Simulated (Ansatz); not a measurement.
Consider the redistribution: `[F][AlH][SH]` + `CO[CH2][AlH2]` → `CO[CH2][AlH][F]` + `[AlH2][SH]`.

Program: Ansatz. Geometries: PBE0-D4/def2-TZVP. ΔE: electronic, gas phase. CCSD(T)/CBS adds triple-zeta CCSD(T) − MP2 to the extrapolated MP2 energy (def2 sets, frozen cores). This one scheme is used for every species. DFT in def2-TZVPP. B3LYP here is the variant with VWN-RPA as its local correlation; programs differ in this. One conformer a species, not always the lowest.

```csv
level,ΔE (kJ/mol),difference from CCSD(T)/CBS
PBE-D4,-7.4,-5.0
PBE0-D4,-4.9,-2.5
B3LYP-D4,-4.3,-1.9
ωB97X-V,-3.3,-0.9
B2PLYP,-2.9,-0.5
PBE,-6.7,-4.3
r2SCAN,-4.9,-2.5
B3LYP,-3.1,-0.7
SCS-MP2/def2-TZVPP,-2.0,0.4
CCSD/def2-TZVPP,-2.2,0.2
CCSD(T)/def2-TZVPP,-3.3,-0.9
HF/def2-QZVPP,3.1,5.5
SCS-MP2/def2-QZVPP,-1.2,1.2
HF/CBS(def2),3.2,5.6
MP2/CBS(def2),-1.8,0.6
CCSD/CBS(def2),-1.3,1.1
CCSD(T)/CBS,-2.4,0
```

Largest T1 diagnostic among the species: 0.012.

In def2-TZVPP, CCSD(T) changes the Hartree–Fock value by −5.7 kJ/mol (the triples alone add −1.2 kJ/mol) and MP2 by −5.1 kJ/mol.
